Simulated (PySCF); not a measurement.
# C$_{7}$H$_{13}$B: full NMR table

```yaml
Formula: C7H13B
SMILES: B[C@@H]1C[C@@H]2CCC[C@@H]21
Point_group_of_the_computed_structure: C1
Carbon_signals: 7
Proton_signals: 12
```

Structure with atom numbers: `[BH2:1][C@@H:2]1[CH2:3][C@@H:4]2[CH2:5][CH2:6][CH2:7][C@H:8]12`. Hydrogens are named by the atom that carries them. Ha(C3) is cis to B1 on the ring; Ha(C5), Ha(C6), Ha(C7) are cis to C2 on the ring; Hb(C3) is trans to B1 on the ring; Hb(C5), Hb(C6), Hb(C7) are trans to C2 on the ring.

Calculated, not measured (PySCF 2.14): PBE0-D3(BJ)/def2-SVP structure, NMR shieldings at CAM-B3LYP/pcSseg-1/GIAO. Non-relativistic, equivalent nuclei averaged, one conformer, gas phase.

δ = σ(ref) − σ, references computed at the same level: TMS for 1H (31.33 ppm), 13C (182.45 ppm); 11B (99.35 ppm) against BF3·OEt2.

```tsv
carbon	δC, type	δH (multiplicity)	HMBC from (2–3 bonds)	span of the C tensor (ppm)
C2	45.3, CH	1.65 (m)	H(B1), H(C8), Hb(C3), H(C4), Ha(C7), Ha(C3), Hb(C7)	47
C3	33.1, CH2	Hb(C3) 2.58 (m); Ha(C3) 1.67 (m)	H(B1), H(C8), H(C4), H(C2), Ha(C5), Hb(C5)	41
C4	37.1, CH	2.36 (m)	H(C8), Hb(C3), Ha(C7), Ha(C3), H(C2), Hb(C6), Ha(C5), Hb(C5), Hb(C7), Ha(C6)	38
C5	36.6, CH2	Hb(C5) 1.33 (m); Ha(C5) 1.41 (m)	H(C8), Hb(C3), H(C4), Ha(C7), Ha(C3), Hb(C6), Hb(C7), Ha(C6)	33
C6	25.8, CH2	Hb(C6) 1.51 (m); Ha(C6) 0.86 (m)	H(C8), H(C4), Ha(C7), Ha(C5), Hb(C5), Hb(C7)	44
C7	33.0, CH2	Ha(C7) 2.01 (m); Hb(C7) 1.19 (m)	H(C8), H(C4), H(C2), Hb(C6), Ha(C5), Hb(C5), Ha(C6)	29
C8	45.1, CH	3.05 (m)	H(B1), Hb(C3), H(C4), Ha(C7), Ha(C3), H(C2), Hb(C6), Ha(C5), Hb(C5), Hb(C7), Ha(C6)	45
```

Other nuclei:
```csv
atoms,nucleus,environment,δ (ppm),σ (ppm)
H(B1),1H,hydrogen on a boron bonded to C,7.63,23.70
B1,11B,"boron bonded to C, 2 H",93.3,6.0
```

- δC 45.3: sp3 CH bonded to B.
- δC 45.1, 37.1: sp3 CH in a ring; aliphatic region, no heteroatom directly attached.
- δC 36.6, 33.1, 33.0, 25.8: sp3 CH2 in a ring; a saturated carbon with 2 carbon neighbours and no heteroatom attached.
- δH 7.63: hydrogen on a boron bonded to C.
- δH 2.58, 2.01, 1.67, 1.51, 1.41, 1.33, 1.19, 0.86: hydrogen on an sp3 CH2 in a ring.

Hydrogens on boron are broadened and split by 11B (spin 3/2, 80 %) and 10B (spin 3). A carbon bonded to boron is broadened by the quadrupolar boron nucleus and is often missing from a measured spectrum. Shifts are as computed, not scaled to solution data. Of 1309 compounds with measured shifts, 239 miss one by over three times the rms of a fit or turn the order of signals round; such compounds aren't used in these exercises. Multiplicities follow the n + 1 count of equivalent neighbours, as no J values were calculated; m marks all less simple cases, F and P coupling included.
